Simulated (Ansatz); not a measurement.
Mulliken charges of `C=N[AsH]C` from PBE/def2-TZVPP in Ansatz (PBE0-D4/def2-TZVP geometry).

```tsv
atom	x (Å)	y (Å)	z (Å)	charge (e)
C1	-0.741	1.911	-0.129	-0.087
N2	-1.058	0.694	-0.128	-0.244
As3	-0.277	-0.498	1.079	0.265
C4	0.491	-1.677	-0.283	-0.389
H5	0.036	2.358	0.510	0.061
H6	-1.256	2.597	-0.810	0.094
H7	1.018	0.287	1.352	-0.062
H8	-0.326	-2.210	-0.770	0.127
H9	1.143	-2.401	0.207	0.115
H10	1.053	-1.113	-1.025	0.120
```

Question: By hand: the dipole of these point charges (1 e Å = 4.8032 D).

Answer: Σ q r = (0.096, -0.135, 0.113) e Å, of length 0.201 e Å = 0.97 D.

Question: How does the dipole of the full density compare? (Estimate.)

Answer: The calculation gave: (0.263, 0.078, -0.022) e Å, 1.32 D; the point charges give 0.73 times that, at 77° from its direction.

Point charges leave out the atoms' own dipoles, such as those of lone pairs, and Mulliken's split depends on the basis, so the two needn't agree.
